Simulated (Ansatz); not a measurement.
Calculated with Ansatz (gas phase, PBE0-D4/def2-TZVP geometries, no zero-point term in ΔE). CBS: MP2 limit from def2 TZ/QZ plus the TZ coupled-cluster correction, frozen cores. This one scheme is used for every species. One conformer a species, not always the lowest.

`C[O][Al]([SH])[SH]` + `SB(S)S` → `[SH][Al]([SH])[SH]` + `COB(S)S`  (redistribution)

```
             species  CCSD(T)/CBS(def2) energy (Eh)
`C[O][Al]([SH])[SH]`                    -1153.93753
            `SB(S)S`                    -1220.01007
`[SH][Al]([SH])[SH]`                    -1437.28527
           `COB(S)S`                     -936.67681
```

Question: Work out ΔE.

Answer: ΔE = (-1437.28527) + (-936.67681) − (-1153.93753) − (-1220.01007) = -0.01448 Eh = -38.0 kJ/mol.

Largest T1 diagnostic among the species: 0.013.

In def2-TZVPP, CCSD(T) changes the Hartree–Fock value by +4.9 kJ/mol (the triples alone add +0.2 kJ/mol) and MP2 by +8.3 kJ/mol.
